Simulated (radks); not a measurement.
Results of a calculation; reference values are marked as such.
Valence configurations of Hf I (all share [Xe]). Code: a radial shooting solver on a logarithmic mesh with Libxc functionals. Model: Dirac Kohn-Sham, LDA (Slater exchange, Perdew-Wang correlation), spin-unpolarised, spherical densities, point nucleus; open shells fill j = l - 1/2 first. Energies are relative to 4f14 5d2 6s2; eigenvalues in eV.

| valence | E (eV) | e(4f5/2) | e(4f7/2) | e(5d3/2) | e(6p1/2) | e(6s1/2) |
|---|---|---|---|---|---|---|
| 4f14 5d2 6s2 | 0.000 | -17.670 | -15.923 | -3.007 | - | -5.189 |
| 4f14 5d1 6s2 6p1 | 1.925 | -20.995 | -19.246 | -5.220 | -2.592 | -6.507 |
| 4f14 5d3 6s1 | 2.402 | -16.176 | -14.430 | -2.204 | - | -4.797 |
| 4f14 5d2 6s1 6p1 | 3.544 | -18.916 | -17.168 | -4.028 | -2.321 | -5.951 |
| 4f14 5d3 6p1 | 5.715 | -17.290 | -15.544 | -3.131 | -2.129 | - |
| 4f13 5d3 6s2 | 16.151 | -25.363 | -23.534 | -4.049 | - | -5.421 |
| 4f13 5d2 6s2 6p1 | 19.190 | -28.957 | -27.127 | -6.523 | -2.687 | -6.825 |
| 4f12.5 5d3.5 6s2 | 26.763 | -29.419 | -27.548 | -4.565 | - | -5.510 |
| 4f12.5 5d3.5 6s1.5 6p0.5 | 28.656 | -30.072 | -28.201 | -5.137 | -2.103 | -5.931 |
| 4f12 5d3.5 6s2 6p0.5 | 41.021 | -35.501 | -33.588 | -6.431 | -2.280 | -6.348 |

NIST lists [Xe] 4f14 5d2 6s2 as the ground configuration; this level of theory agrees among the configurations tried. The energies are those of spherical spin-averaged densities, not of single terms.
